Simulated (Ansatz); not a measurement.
These are frozen-core CCSD(T)/def2-TZVPP // B3LYP-D3(BJ)/def2-TZVP in Ansatz (a quantum-chemistry and plane-wave program) values and carry that method's errors.

Ansatz 0.2 input:
```yaml
crystal:
  periodic: [false, false, false]
  atoms:
    - { symbol: F, position_ang: [-0.713896, -1.030616, -0.086392] }
    - { symbol: C, position_ang: [0.007795, 0.006276, 0.300002] }
    - { symbol: F, position_ang: [-0.527729, 1.14349, -0.106648] }
    - { symbol: F, position_ang: [1.261913, -0.104477, -0.100458] }
basis:
  gaussian: { orbitals: def2-TZVPP }
correlation:
  method: ccsd_t
magnetization:
  spin_polarized: true
  initial_magnetization: 1
```

Output:

```
Functional definition: HF
845 factors; integrals over basis functions are off by at most 7.0e-4 eV
mean field evaluation 1: about -9147.6649 eV, gradient 2.8e1 eV
mean field evaluation 2: about -9147.6708 eV, gradient 2.8e1 eV
mean field evaluation 4: about -9150.6215 eV, gradient 3.0e0 eV
mean field evaluation 8: about -9150.7260 eV, gradient 2.1e-1 eV
mean field evaluation 16: about -9150.7013 eV, gradient 1.1e0 eV
mean field -9150.72672955 eV, -336.2830047255 hartree, gradient 2.3e-6 eV, S^2 0.754268; 0 other end points of the search recorded, 0 dependent functions left out
4 core orbitals not correlated
reference -9150.72672955 eV, -336.2830047255 hartree; 13, 12 occupied and 107, 108 virtual orbitals, 845 factors
second order -23.73017814 eV of doubles, -0.00000000 eV of singles
cycle   1  -23.29195995 eV  change    4.4e-1 eV  update   9.7e-2
cycle   2  -23.77017499 eV  change   -4.8e-1 eV  update   2.7e-2
cycle   3  -23.88174193 eV  change   -1.1e-1 eV  update   1.6e-2
cycle   4  -23.86778341 eV  change    1.4e-2 eV  update   4.6e-3
cycle   5  -23.86537067 eV  change    2.4e-3 eV  update   2.1e-3
cycle   6  -23.86701172 eV  change   -1.6e-3 eV  update   5.4e-4
cycle   7  -23.86703571 eV  change   -2.4e-5 eV  update   2.1e-4
cycle   8  -23.86699412 eV  change    4.2e-5 eV  update   6.4e-5
cycle   9  -23.86701354 eV  change   -1.9e-5 eV  update   2.5e-5
perturbative correction -0.74297633 eV, -0.0273038765 hartree
Total energy: -9175.33671941 eV, -337.1874051718 hartree
```

Cost: about 80 core-seconds (a rough figure).
